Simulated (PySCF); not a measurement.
Below is a simulated gas-phase C 1s photoelectron spectrum of `C([SiH2][GeH2][GeH3])C`.

Every computed line was given a Gaussian of 0.4 eV full width at half maximum and an area set by the number of equivalent atoms; the highest printed point is 100. Method used: delta-SCF UKS SCAN, pcX-2 on the ionised atom, pcseg-1 elsewhere, spin-free X2C (PySCF 2.14.0).

binding energy (eV), intensity and a bar:
```
    289.6          0 
    289.7          1 
    289.8          6 ##
    289.9         21 ######
    290.0         50 ###############
    290.1         84 #########################
    290.2        100 ##############################
    290.3         88 ##########################
    290.4         68 ####################
    290.5         67 ####################
    290.6         87 ##########################
    290.7        100 ##############################
    290.8         85 ##########################
    290.9         52 ################
    291.0         22 #######
    291.1          7 ##
    291.2          1 
    291.3          0
```

Question: Count the maxima, the lines and the sites behind this envelope.

Answer: The curve has 2 maxima (at 290.2 and 290.7 eV). Under it lie 2 lines from 2 inequivalent carbon sites.

Question: Decompose the envelope and assign each component. Numbering: `[CH3:1][CH2:2][SiH2:3][GeH2:4][GeH3:5]`.

Answer: 
```csv
position (eV),relative area,line,atoms,environment
290.20,1,C 1s,C2,sp3 carbon bound to silicon
290.71,1,C 1s,C1,methyl carbon
```

Question: What are the centre and the root-mean-square width of the whole band?

Answer: The area-weighted mean of the lines is 290.45 eV. Their own spread about it is 0.25 eV (rms) and each Gaussian has σ = 0.4/2.355 = 0.17 eV; the variances add, which gives 0.31 eV.

Question: Above which line width would these two lines show one maximum?

Answer: Two equal Gaussians merge once their distance is under 2σ = FWHM/1.177. With 0.51 eV between them that is a full width over 0.60 eV.

The listed C 1s values span 0.51 eV, from C2 (bonded to C, 2 H and Si) to C1 (bonded to C and 3 H). Summing the Pauling electronegativity differences to the bonded atoms, each weighted by its formal bond order, gives -1.35 for the lowest site and -1.05 for the highest.

No satellites, vibrations or lifetime broadening are included. One conformer (not necessarily the lowest) at the PBE0-D3(BJ)/def2-SVP geometry, without solvent, vibrations or thermal averaging.

Shape of the structure used: `[CH3:1][CH2:2][SiH2:3][GeH2:4][GeH3:5]`: C1–C2–Si3–Ge4 60°, C2–Si3–Ge4–Ge5 41°.
